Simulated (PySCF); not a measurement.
# Vertical excitation energies

Compound: CH6Cl2P2Si2.
Z-matrix (Å and degrees, GFN2-xTB geometry), rows numbered from 1:
```
Cl
C   1  1.7663
Cl  2  1.7718  1  110.26
Si  2  1.9203  1  109.82  3   116.19
P   4  2.2646  2  104.51  1  -178.23
Si  5  2.2775  4   82.26  2   106.02
P   4  2.2574  2  103.36  1   -75.99
H   2  1.0871  1  107.62  3  -116.82
H   4  1.4638  2  109.21  1    53.70
H   5  1.3828  4   94.26  2  -159.27
H   6  1.4600  5  109.93  4  -114.99
H   6  1.4637  5  112.58  4   118.60
H   7  1.3870  4   94.98  2   158.24
```

Method used: TDDFT PBE0/def2-SVPD, vertical, gas phase, core orbitals frozen in the response in PySCF 2.14.0, density-fitted response routines.

Task: Predict the UV-vis stick spectrum at this level.

Result: 

| state | E (eV) | E (kJ/mol) | λ (nm) | f | \|μ\| (D) | main configurations (H = HOMO, L = LUMO) |
| --- | --- | --- | --- | --- | --- | --- |
| S1 | 4.49 | 433 | 276.1 | 0.0035 | 0.45 | H→L (92%) |
| S2 | 4.66 | 450 | 265.8 | 0.0021 | 0.34 | H→L+1 (92%) |
| S3 | 5.00 | 482 | 248.2 | 0.0056 | 0.54 | H→L+2 (97%) |
| S4 | 5.46 | 527 | 226.9 | 0.0087 | 0.65 | H→L+3 (96%) |
| S5 | 5.77 | 557 | 215.0 | 0.0058 | 0.52 | H-1→L (84%) |
| S6 | 5.88 | 567 | 210.9 | 0.033 | 1.22 | H→L+4 (87%) |
| S7 | 6.03 | 581 | 205.8 | 0.0009 | 0.20 | H-1→L+1 (78%) |
| S8 | 6.17 | 595 | 201.0 | 0.0009 | 0.20 | H→L+5 (91%) |

Triplets (Tamm–Dancoff): T1 4.01 eV, H→L (69%), H→L+1 (24%); T2 4.27 eV, H→L+1 (72%), H→L (24%); T3 4.57 eV, H→L+2 (90%).

The lowest singlet comes at 276 nm (433 kJ/mol) in the ultraviolet; it is very weak; its leading configuration is HOMO→LUMO (92%). The most intense listed level is S6 at 5.88 eV (211 nm, f = 0.033), 1.39 eV above S1. Löwdin shares by element: HOMO phosphorus 76%, silicon 15%; LUMO silicon 34%, phosphorus 28% (atoms not listed hold the other 37%). The listed states span 1.68 eV, and the widest gap between neighbours is 0.47 eV (S3 to S4). Weighted by f, the mean energy of these states is 5.61 eV. Of the 8 states listed, 1 reaches f = 0.01 and none stays under 0.0005. Only the lowest 8 singlets were computed, as vertical energies without vibronic structure.

On an Arm Neoverse N1 with one thread, no GPU, shared host, this took 81 s (grids of density and orbitals included) and 0.87 GiB of memory at its peak.

One conformer stands for the species.
